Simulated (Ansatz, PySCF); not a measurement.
Gas-phase reaction in SMILES: [SiH3]P → [SiH2]P + H atom (the H-Si bond at the site shown breaks; other sites are not compared here)
Each molecule is optimised on its own at B3LYP-D3(BJ)/def2-TZVP (Ansatz, a first-principles code), one conformer each, not searched for the lowest.

Property: bond dissociation energy (enthalpy at 298 K, with B3LYP-D3(BJ) rigid-rotor harmonic-oscillator terms from PySCF), in kcal/mol. Cores are frozen in the correlated levels unless marked. Open shells are spin-unrestricted. No spin-orbit coupling. No relativistic terms. FCI takes restricted orbitals. CBS(X,Y): correlation extrapolated as X^-3; Hartree-Fock from the larger set. [CCSD(T)-MP2]/basis is that difference in the basis named.

| level | program | bond dissociation energy (kcal/mol) | minus last row |
|---|---|---|---|
| HF/def2-TZVPPD | Ansatz | 69.5 | -20.3 |
| BLYP-D3(BJ)/def2-TZVPD | Ansatz + dftd3 | 84.9 | -4.9 |
| revPBE/def2-TZVPD | Ansatz | 81.4 | -8.4 |
| M06-L/def2-TZVPD | PySCF | 88.2 | -1.6 |
| B97M-V/def2-TZVPD | Ansatz | 86.9 | -2.9 |
| PBE0-D3(BJ)/def2-TZVPD | Ansatz + dftd3 | 84.2 | -5.6 |
| MN15/def2-TZVPD | PySCF | 88.1 | -1.7 |
| CAM-B3LYP-D4/def2-TZVPD | Ansatz + dftd4 | 88.3 | -1.5 |
| MP2/aug-cc-pV(T+d)Z | Ansatz | 86.3 | -3.5 |
| RI-MP2/aug-cc-pV(Q+d)Z | Ansatz | 87.3 | -2.5 |
| SCS-MP2/6-31G* | Ansatz | 78.9 | -10.9 |
| CCSD/6-31G* | Ansatz | 78.9 | -10.9 |
| CCSD(T)/6-31G | Ansatz | 71.5 | -18.3 |
| FCI/STO-3G | Ansatz | 109.0 | 19.2 |
| RI-MP2/CBS(aug-cc-pV(T+d)Z,aug-cc-pV(Q+d)Z)+[CCSD(T)-MP2]/aug-cc-pV(T+d)Z | Ansatz | 89.8 | 0.0 |
